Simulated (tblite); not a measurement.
Problem. Write Cartesian coordinates for `FCC(F)(F)[Si]1(CCl)CC1` as optimised with GFN2-xTB.

Solution. 
```
atom  x, y, z in Å
F1     1.8923    1.2407   -0.9698
C2     2.3932    0.1190   -0.3601
C3     1.3586   -0.4260    0.6158
F4     1.4851   -1.7844    0.6688
F5     1.6591   -0.0012    1.8845
Si6   -0.4665    0.0657    0.1736
C7    -0.8085    1.8900    0.5745
Cl8   -2.5285    2.2271    0.2489
C9    -1.7335   -1.3212    0.2427
C10   -1.2919   -0.9282   -1.1913
H11    2.5856   -0.6206   -1.1416
H12    3.3202    0.4023    0.1467
H13   -0.6307    2.1269    1.6219
H14   -0.2279    2.5690   -0.0464
H15   -1.4504   -2.3124    0.5659
H16   -2.7588   -1.0942    0.4922
H17   -2.0529   -0.4601   -1.7969
H18   -0.7533   -1.6864   -1.7409
```

Any rigid rotation of these coordinates is as good. Atoms count from 1 in this order. The 4 C–Si bonds span 1.879 Å (Si6–C10, drawn single) to 1.941 Å (C3–Si6, drawn single), a spread of 0.062 Å. Si6 (four-coordinate silicon) has angles from 48.7° to 125.6°. The 3-membered ring Si6–C9–C10 has internal angles of 48.7° to 65.6°. Of the pairs four or more bonds apart, F1···H14 is among the closest relative to their van der Waals radii: 2.67 Å, 100 % of the sum of Bondi's values.

Bonds between heavy atoms (Å): F1–C2 1.371, C2–C3 1.523, C3–F4 1.365, C3–F5 1.371, C3–Si6 1.941, Si6–C7 1.899, C7–Cl8 1.783, Si6–C9 1.880, C9–C10 1.551, Si6–C10 1.879.

Structure optimised with GFN2-xTB, isolated species.

Point group: C1 (no symmetry element, even within 0.4 Å). Its GFN2-xTB frequencies are all real (lowest 31 cm⁻¹). The numbers are those of one conformer (F1–C2–C3–F4 148°, C2–C3–Si6–C7 -74°, C3–Si6–C7–Cl8 -176°). 3 starts were optimised and ended at 0.00, 1.14 and 5.41 kcal/mol (GFN2-xTB); the lowest of these is shown.

These are computed values.
